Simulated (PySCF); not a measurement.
Si(F)2(Me)(OH) (CH4F2OSi), SMILES C[Si](O)(F)F.

The structure is a stationary point at ωB97X-D3(BJ)/def2-SVP. The values are those of a single conformer.

All values below come from CAM-B3LYP/def2-TZVP run with PySCF.

The molecule is in vacuum.

The total energy comes out as -605.20372 hartree. The point group comes out as Cs and the highest occupied level comes out as -11.56 eV. The lowest empty level comes out as 1.37 eV and the orbital gap comes out as 12.93 eV. The dipole moment is 1.20 D, the quadrupole, principal values (traceless, Buckingham form, about the centre of nuclear charge) comes out as -5.37, -4.99, 10.36 D·Å and the mean static polarisability is 36.8 bohr³ (5.46 Å³). The polarisability, principal values comes out as 34.1, 35.8, 40.6 bohr³.
